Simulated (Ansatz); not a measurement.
A nudged elastic band was laid between two geometries of Cl2F3HW + ClH (9 atoms, charge 0, multiplicity 1).

The calculation used RKS BHLYP-D4/def2-SVP in Ansatz.

- movable images: 9
- climbing image: yes
- spring: 5.0 eV/Å²
- optimiser: quadratic models (default)
- start path: through a guess of the saddle point
- force threshold: 0.05 eV/Å
- iteration limit: 52
- end points: relaxed

Initial state:

```xyz
9
Properties=species:S:1:pos:R:3
W -0.158 0.228 -0.345
H -0.745 0.544 1.183
F 1.563 0.635 -0.877
Cl -0.417 2.489 -0.500
F -1.988 0.222 -0.624
F 0.645 -1.002 0.790
Cl -0.278 -1.486 -1.885
Cl 1.814 1.377 2.462
H 2.043 0.118 2.401
```

Final state:

```xyz
9
Properties=species:S:1:pos:R:3
W 0.361 0.571 -0.543
H -0.154 -0.795 3.065
F 1.895 0.593 -1.556
Cl -0.407 2.443 -1.576
F -1.156 0.483 0.490
F 0.978 -0.951 0.304
Cl -0.625 -0.788 -2.093
Cl 1.413 1.800 1.072
H 0.176 -0.232 3.442
```

Q: Which bonds break or form, and what moves?

A: Bonds broken: W1–H2, Cl8–H9. Bonds formed: W1–Cl8, H2–H9. Cl2F3HW + ClH becomes Cl3F3W + H2.

Q: Give the energies along the band, and the barrier.

A: It converged. The highest image is number 5 of 0 to 10, 2.16 eV above the first end and 2.82 eV above the last; the last end lies 0.66 eV below the first. The profile has 2 maxima (images 2, 5) with wells between them (image 3): this band takes more than one step, which may be the mechanism or a detour left from its start path. A structure lower than the last end lies on the path between it and the top, so the climb from that side starts below the end, which may itself be a saddle point or a shallow side well. Neighbouring images differ by up to 2.1 eV, so the band resolves the path poorly. A vibrational analysis at the climbing image gives one clearly imaginary mode, 509i cm⁻¹: a first-order saddle point. The orbitals stay closed-shell, which can raise the energy where a bond breaks towards radicals; this wasn't checked here.

| image | path coordinate (Å) | energy (eV) | W1–H2 (Å) | Cl8–H9 (Å) | W1–Cl8 (Å) |
| --- | --- | --- | --- | --- | --- |
| 0 | 0.00 | 0.00 | 1.67 | 1.28 | 3.62 |
| 1 | 2.34 | 0.03 | 1.67 | 1.28 | 3.72 |
| 2 | 4.68 | 0.21 | 1.69 | 1.28 | 4.61 |
| 3 | 7.03 | 0.03 | 1.66 | 1.28 | 4.11 |
| 4 | 9.37 | 0.11 | 1.67 | 1.28 | 4.18 |
| 5 | 11.72 | 2.16 | 2.02 | 1.96 | 3.66 |
| 6 | 13.29 | 2.08 | 2.31 | 3.54 | 3.94 |
| 7 | 14.86 | 0.86 | 2.35 | 2.40 | 2.57 |
| 8 | 16.44 | -0.46 | 3.34 | 2.60 | 2.29 |
| 9 | 18.01 | -0.67 | 3.97 | 3.86 | 2.28 |
| 10 | 19.58 | -0.66 | 3.89 | 3.36 | 2.29 |

Q: What is the geometry of the highest image?

A: 
```xyz
9
Properties=species:S:1:pos:R:3
W 0.118 -0.047 -0.283
H 0.449 -0.010 1.705
F 1.926 -0.288 -0.203
Cl 0.426 2.137 -0.567
F -1.557 0.277 0.366
F -0.090 -1.834 0.218
Cl -0.324 -0.623 -2.416
Cl 0.936 2.719 1.977
H 0.596 0.793 1.806
```

The band took 49 iterations and of the order of 90 core-minutes.

The run took 23 min on 4 threads of AMD EPYC 7B13 (Zen 3) (shared host), peak memory 0.52 GiB.
